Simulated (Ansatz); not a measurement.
C2H9NSi2 can be A, `NC1C[SiH2][SiH2]1`, or B, `C[SiH2][SiH2]C=N`.

Program: Ansatz. Geometries: PBE0-D4/def2-TZVP. ΔE: electronic, gas phase. CBS: MP2 limit from def2 TZ/QZ plus the TZ coupled-cluster correction, frozen cores. Functionals use def2-TZVPP. One conformer a species, not always the lowest.

Question: Which is lower in electronic energy at CCSD(T)/CBS, and by how much? (Estimate.)

Answer: The calculation gave: B, by 4.8 kcal/mol.

Question: Give E(B) − E(A) in kcal/mol with MP2/def2-TZVPP, CCSD/def2-TZVPP, HF/def2-TZVPP, CCSD(T)/def2-TZVPP, PBE0-D4, PBE-D4, ωB97M-V. (An estimate is asked.)

Answer: Computed: MP2/def2-TZVPP -2.7, CCSD/def2-TZVPP -6.2, HF/def2-TZVPP -12.3, CCSD(T)/def2-TZVPP -5.9, PBE0-D4 -1.1, PBE-D4 -2.9, ωB97M-V -4.0. None reverses the order clearly.

Largest T1 diagnostic: 0.013.

From PBE to PBE0 (25 % exact exchange), in def2-TZVPP and without D4, E(B) − E(A) moves by +2.0 kcal/mol. The D4 term adds +1.0 kcal/mol with B3LYP and +0.4 kcal/mol with PBE0; it sums over pairs of atoms, weighted by their polarisabilities, and B3LYP, whose exchange is more repulsive, gets the larger term.

B3LYP here is the variant with VWN-RPA as its local correlation; programs differ in this.
